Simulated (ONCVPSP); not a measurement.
## Configuration tests for W (Z = 74) (ONCV)

W, optimised norm-conserving Vanderbilt (ONCV), made with ONCVPSP 4.0.1 (LDA (Perdew-Zunger), scalar-relativistic). Core [Kr] 4d10 4f14, reference 5s2 5p6 5d4 6s2. Waves: 5s+6s: rc 1.65 bohr, ncon 4, nbas 8, qcut 5.7 1/bohr, 2 projectors; 5p: rc 2.10 bohr, ncon 3, nbas 7, qcut 7.8 1/bohr, 2 projectors, debl 0.8 Ha; 5d: rc 2.85 bohr, ncon 4, nbas 9, qcut 4.7 1/bohr, 2 projectors, debl 2.8 Ha. Local part: polynomial inside 1.60 bohr (lpopt 5, dvloc0 0 Ha). Core correction: Teter function, fcfact 3.5, rcfact 1.15.

In the p channel the program set the typed energies aside and used -1.594, 0.250 Ha.

Energies are relative to the spin-unpolarised reference configuration 5s2 5p6 5d4 6s2; without spin polarisation the order of configurations can differ from experiment.

```tsv
valence configuration	charge	ΔE all-electron (eV)	error AE − PS (meV)
5s2 5p6 5d4 6s1	+1	9.133	-3.5
5s2 5p6 5d4 6s0	+2	25.160	-17
5s2 5p6 5d3 6s2	+1	9.060	+28
```

What are ΔE and the potential's error for 5s2 5p6 5d3 6s0?

ΔE = 50.865 eV all-electron; the error (AE − PS) is -9.7 meV.

Levels in the configuration 5s2 5p6 5d3 6s0:

```tsv
level	all-electron (eV)	pseudo (eV)
5s	-108.302	-108.426
5p	-72.115	-72.184
5d	-31.436	-31.351
```
